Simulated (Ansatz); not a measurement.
Basis-set extrapolation for C2H9NOSi, SMILES `CN(C)[SiH2]O` (PBE0-D4/def2-TZVP geometry, frozen core, the Gaussian-basis code of Ansatz). Multiplicity 1, RHF reference.

```tsv
	def2-TZVPP	def2-QZVPP
HF	-499.383372	-499.403354
MP2 correlation	-0.933174	-0.999490
CCSD(T) correlation	-1.016195	not run
```

Energies in hartree. Use E(X) = E(∞) + A·exp(−7.88·√X) for Hartree–Fock and E(X) = E(∞) + B·X^(−2.97) for correlation, with X = 3 and 4, and add CCSD(T) minus MP2 of the smaller set to the MP2 limit.

Q: What is the CCSD(T) energy at the basis-set limit?

A: HF limit: -499.403354 + (-0.019982) × 0.13774 = -499.40611. MP2 limit: -0.999490 + (-0.066316) × 0.74074 = -1.04861. Higher-order term: -1.016195 − (-0.933174) = -0.08302. Total: -500.53774 hartree, 362.8 kJ/mol below CCSD(T)/def2-TZVPP.
